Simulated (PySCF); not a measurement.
## TeBr: everyday levels beside a composite calculation

PySCF; the state is a doublet (π ↑). The composite is CCSD(T) extrapolated to the basis-set limit from two correlation-consistent sets, with core-valence (CV) and scalar-relativistic (SR) terms as its label shows; it has no spin–orbit coupling and nothing beyond (T). Here it is CCSD(T)/CBS(TQ). It gives Re = 2.471 Å, ωe = 273 cm⁻¹ and De = 2.43 eV to Te + Br.

| level | basis | relativity | Re (Å) | ωe (cm⁻¹) | De (eV) |
| --- | --- | --- | --- | --- | --- |
| UHF | x2c-TZVPPall | spin-free X2C | 2.476 | 277 | 0.97 |
| UHF-CCSD | x2c-TZVPPall | spin-free X2C | 2.470 | 271 | 2.04 |
| UHF-CCSD(T) | x2c-TZVPPall | spin-free X2C | 2.476 | 266 | 2.20 |
| PW91 | x2c-TZVPPall | spin-free X2C | 2.485 | 262 | 2.77 |
| r²SCAN | x2c-TZVPPall | spin-free X2C | 2.471 | 270 | 2.54 |
| PBE0 | cc-pVTZ-PP | scalar-relativistic core potentials | 2.462 | 277 | 2.48 |
| PBE0 | x2c-TZVPPall | spin-free X2C | 2.459 | 276 | 2.50 |
| M06 | x2c-TZVPPall | spin-free X2C | 2.471 | 272 | 2.55 |
| BHandHLYP | x2c-TZVPPall | spin-free X2C | 2.468 | 274 | 2.13 |
| ωB97X | x2c-TZVPPall | spin-free X2C | 2.455 | 280 | 2.45 |

Give the difference of each row from the composite.



| level | basis | ΔRe (pm) | Δωe (%) | ΔDe (eV) |
| --- | --- | --- | --- | --- |
| UHF | x2c-TZVPPall | +0.5 | +1.5 | -1.46 |
| UHF-CCSD | x2c-TZVPPall | -0.1 | -0.7 | -0.39 |
| UHF-CCSD(T) | x2c-TZVPPall | +0.5 | -2.6 | -0.23 |
| PW91 | x2c-TZVPPall | +1.4 | -4.0 | +0.34 |
| r²SCAN | x2c-TZVPPall | +0.0 | -1.1 | +0.11 |
| PBE0 | cc-pVTZ-PP | -0.9 | +1.5 | +0.05 |
| PBE0 | x2c-TZVPPall | -1.2 | +1.1 | +0.07 |
| M06 | x2c-TZVPPall | +0.0 | -0.4 | +0.12 |
| BHandHLYP | x2c-TZVPPall | -0.3 | +0.4 | -0.30 |
| ωB97X | x2c-TZVPPall | -1.6 | +2.6 | +0.02 |

Which rows come closest in De?

ωB97X in x2c-TZVPPall (+0.02 eV), counted from the composite.

Correlated steps freeze the inner cores (18 to 27 orbitals); shallow outer-core shells are correlated. These are scalar-relativistic numbers at best; spin–orbit coupling would shift them, the dissociation energy most. The state was picked by a PBE0 search and need not be the measured ground state.
